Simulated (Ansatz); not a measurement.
Gas-phase electronic energies from Ansatz, PBE0-D4/def2-TZVP geometries. CCSD(T)/CBS is the MP2 limit (def2-TZVPP, def2-QZVPP) plus CCSD(T) − MP2 in def2-TZVPP, frozen cores. This one scheme is used for every species. DFT in def2-TZVPP. B3LYP here is the variant with VWN-RPA as its local correlation; programs differ in this. Each species was taken in one conformer, which may not be the lowest.

Consider the ligand exchange at the Si–O bond: `CO[SiH](N)O` + CH₃NH₂ → `CN[SiH](N)O` + CH₃OH.

```tsv
level	ΔE (kcal/mol)
PBE-D4	9.4
PBE0-D4	9.7
B3LYP-D4	10.7
ωB97X-V	10.8
ωB97M-V	10.7
PBE0	10.1
B3LYP	11.4
SCS-MP2/def2-TZVPP	11.2
```

**Question.** What does CCSD(T)/CBS give? (An estimate is asked.)

**Answer.** Computed: +10.7 kcal/mol. The listed levels differ from it by -1.3, -1.0, 0.0, 0.1, 0.0, -0.6, 0.7, 0.5 kcal/mol.

Largest T1 diagnostic among the species: 0.011.

In def2-TZVPP, CCSD(T) changes the Hartree–Fock value by −2.2 kcal/mol (the triples alone add −0.2 kcal/mol) and MP2 by −2.5 kcal/mol.
